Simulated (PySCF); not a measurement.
Solvent effects on NMR parameters

Atom-mapped SMILES (the numbers label the heavy atoms): `[CH3:1][O:2][CH2:3][c:4]1[cH:5][cH:6][c:7]([OH:8])[cH:9][cH:10]1`; H(Xn) means a hydrogen on atom n.

GIAO PBE0/pcSseg-1 in PySCF on one PBE0-D3(BJ)/def2-SVP conformer, non-relativistic, equivalent nuclei averaged. Solvents enter as an IEF-PCM continuum (chloroform with ε = 4.7, acetonitrile with ε = 35.7) around the gas-phase geometry. Shifts are referred to TMS computed in the same medium.

In chloroform, δ in ppm: C7 162.5, C4 135.9, C5/C10 135.7, C6/C9 119.0, C3 75.5, C1 56.7, H(C5)/H(C10) 7.47, H(C6)/H(C9) 6.96, H(O8) 4.60, H(C3) 4.41, H(C1) 3.10. Dipole moment 1.20 D.

**Question.** How does each δ change in the more polar medium?

**Answer.** 
```tsv
atoms	environment	Δδ, acetonitrile
C7	aromatic carbon bearing oxygen	+0.4
C4	substituted aromatic carbon	+0.4
C5/C10	aromatic CH	+0.4
C6/C9	aromatic CH	+0.4
C3	sp3 CH2 bonded to O, on an aromatic ring	0.0
C1	methyl carbon bonded to O	+0.2
H(C5)/H(C10)	hydrogen on an aromatic CH	+0.05
H(C6)/H(C9)	hydrogen on an aromatic CH	+0.09
H(O8)	hydrogen on a phenol-type oxygen	+0.33
H(C3)	hydrogen on an sp3 CH2 bonded to O, on an aromatic ring	+0.04
H(C1)	hydrogen on a methyl carbon bonded to O	+0.02
```

Changes are relative to chloroform. The dipole moment becomes 1.27 D in acetonitrile.

**Question.** Which nuclei move most (in ppm), and what does the model miss?

**Answer.** C7 (aromatic carbon bearing oxygen, +0.4 ppm) and C4 (substituted aromatic carbon, +0.4 ppm) and C5/C10 (aromatic CH, +0.4 ppm) and C6/C9 (aromatic CH, +0.4 ppm) in acetonitrile. A continuum only polarises the solute; specific hydrogen bonds, the anisotropy of aromatic solvents and changes of geometry or conformer are outside it.
